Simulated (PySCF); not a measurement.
**Simulated absorption spectrum**

C6H9FSi.
Geometry (GFN2-xTB, Å), atoms numbered from 1 in this order:
```
atom  x, y, z in Å
C1     3.5339   -0.1025    0.1880
C2     2.4060   -0.2595   -0.1983
Si3    0.6617   -0.5142   -0.7430
C4    -0.3693    1.0903   -0.8015
C5    -1.1728    1.0831    0.5037
C6    -1.6135   -0.3516    0.7895
C7    -0.3893   -1.2577    0.6978
F8     0.3150   -1.2005    1.8977
H9     4.5216    0.0322    0.5248
H10    0.5889   -1.3401   -1.9531
H11    0.2245    1.9987   -0.8858
H12   -1.0514    1.0773   -1.6534
H13   -0.5368    1.4232    1.3236
H14   -2.0347    1.7509    0.4456
H15   -2.0785   -0.4346    1.7736
H16   -2.3353   -0.6752    0.0363
H17   -0.6773   -2.3077    0.5908
```

Method used: TDDFT PBE0/def2-SVPD, vertical, gas phase, core orbitals frozen in the response (PySCF).

Each state is given a Gaussian of 0.3 eV full width at half maximum, with ε(max) = 2.175×10⁸ f / Δν̃ (Δν̃ the width in cm⁻¹). The width is an assumption, not a result. The curve ends short of the highest state used, and states not computed would add to its high-energy end.

E (eV), ε (L mol⁻¹ cm⁻¹) and a bar:
```
     5.59          0 
     5.62          0 
     5.66          0 
     5.69          0 
     5.73          2 
     5.76          4 
     5.80         10 
     5.83         21 
     5.86         43 
     5.90        101 
     5.93        182 
     5.97        365 #
     6.00        579 #
     6.04        983 ##
     6.07       1374 ###
     6.11       1971 ####
     6.14       2423 #####
     6.18       2929 #######
     6.21       3167 #######
     6.25       3226 #######
     6.28       3066 #######
     6.32       2630 ######
     6.35       2198 #####
     6.39       1588 ####
     6.42       1168 ###
     6.46        717 ##
     6.49        476 #
     6.53        287 #
     6.56        244 #
     6.60        335 #
     6.63        546 #
     6.67       1100 ##
     6.70       1791 ####
     6.74       3175 #######
     6.77       4580 ##########
     6.81       6860 ###############
     6.84       8718 ####################
     6.88      11035 #########################
     6.91      12375 ############################
     6.95      13296 ##############################
     6.98      13235 ##############################
     7.02      12236 ############################
     7.05      10998 #########################
     7.09       9086 #####################
```

Problem. Locate the maxima and give the states behind the curve.

Solution. 199 nm (6.24 eV), ε about 3200, made up of S2 (78%) and S3 (22%); 178 nm (6.96 eV), ε about 13000, made up of S4 (90%) (ε in L mol⁻¹ cm⁻¹; maxima over ε = 5, shares over 10%). The states used: S1 6.04 eV (f 0.0001); S2 6.23 eV (f 0.028); S3 6.25 eV (f 0.0081); S4 6.95 eV (f 0.134); S5 7.02 eV (f 0.014); S6 7.24 eV (f 0.032); S7 7.53 eV (f 0.010); S8 7.69 eV (f 0.087).

Problem. On this curve, what absorbance would a 10⁻⁴ mol/L sample give at 193 nm over a 1 cm path?

Solution. 193 nm is 6.424 eV, where ε is about 1100 L mol⁻¹ cm⁻¹, so A = ε c l ≈ 0.11 (Beer–Lambert, with the gas-phase spectrum and the assumed width).

Problem. What would ε be at 6.96 eV, the highest of these maxima, with half the width (0.15 eV)?

Solution. About 25400 L mol⁻¹ cm⁻¹ against 13300, a factor of about 1.9; a lone state at its own centre would give exactly 2.

Problem. Coming from long wavelengths, where does ε first pass 100 L mol⁻¹ cm⁻¹?

Solution. At about 210 nm (5.90 eV), 0.14 eV below S1.

Hardware: one thread of an Arm Neoverse N1, shared host. Cost: 95 s wall, 85 s CPU.

One conformer stands for the species.
